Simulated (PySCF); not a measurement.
Species: C4HClF2.
SMILES: `C#C/C(F)=C(\F)Cl`

Method used: EOM-IP-CCSD/aug-cc-pVDZ in PySCF, restricted Hartree–Fock reference, 11 core orbitals frozen, non-relativistic, gas phase, PBE0-D3(BJ)/def2-SVP geometry.

Hartree–Fock orbital energies give these Koopmans values (eV): HOMO 9.67, HOMO-1 11.76, HOMO-2 12.85, HOMO-3 13.69, HOMO-4 14.62, HOMO-5 16.37, HOMO-6 18.18, HOMO-7 19.54.

What vertical ionisation energies does EOM-IP-CCSD give?

```json
{"leading hole (HF orbital)": "HOMO", "Koopmans (eV)": "9.67", "EOM-IP-CCSD (eV)": "9.41", "change (eV)": "-0.26", "one-hole share": "0.96"}
{"leading hole (HF orbital)": "HOMO-1", "Koopmans (eV)": "11.76", "EOM-IP-CCSD (eV)": "11.58", "change (eV)": "-0.18", "one-hole share": "0.96"}
{"leading hole (HF orbital)": "HOMO-2", "Koopmans (eV)": "12.85", "EOM-IP-CCSD (eV)": "12.23", "change (eV)": "-0.62", "one-hole share": "0.94"}
{"leading hole (HF orbital)": "HOMO-3", "Koopmans (eV)": "13.69", "EOM-IP-CCSD (eV)": "12.66", "change (eV)": "-1.03", "one-hole share": "0.95"}
{"leading hole (HF orbital)": "HOMO-4", "Koopmans (eV)": "14.62", "EOM-IP-CCSD (eV)": "13.31", "change (eV)": "-1.31", "one-hole share": "0.94"}
{"leading hole (HF orbital)": "HOMO-5", "Koopmans (eV)": "16.37", "EOM-IP-CCSD (eV)": "14.35", "change (eV)": "-2.02", "one-hole share": "0.95"}
{"leading hole (HF orbital)": "HOMO-6", "Koopmans (eV)": "18.18", "EOM-IP-CCSD (eV)": "15.56", "change (eV)": "-2.62", "one-hole share": "0.94"}
{"leading hole (HF orbital)": "HOMO-7", "Koopmans (eV)": "19.54", "EOM-IP-CCSD (eV)": "17.29", "change (eV)": "-2.25", "one-hole share": "0.94"}
```

Does the order of the lines follow the orbital energies?

Yes, no two lines change places. The corrections run from -2.62 to -0.18 eV, with a mean of -1.29 eV over the 8 lines; no line lies above its Koopmans value.

At what kinetic energies would He I light (21.22 eV) eject these electrons?

11.81 eV (HOMO), 9.64 eV (HOMO-1), 8.99 eV (HOMO-2), 8.56 eV (HOMO-3), 7.91 eV (HOMO-4), 6.87 eV (HOMO-5), 5.66 eV (HOMO-6), 3.93 eV (HOMO-7).

What total energy has the lowest final state, and which wavelength reaches it?

E(CCSD) + ionisation energy = -811.44774 + 0.34579 = -811.10195 Eh, at the geometry of the initial state. The threshold wavelength is 1239.84 eV nm/9.41 eV = 131.8 nm.

One root was sought for each valence orbital with −ε under 21 eV, eight at most, so deeper holes and satellites are missing; no vibrational structure.
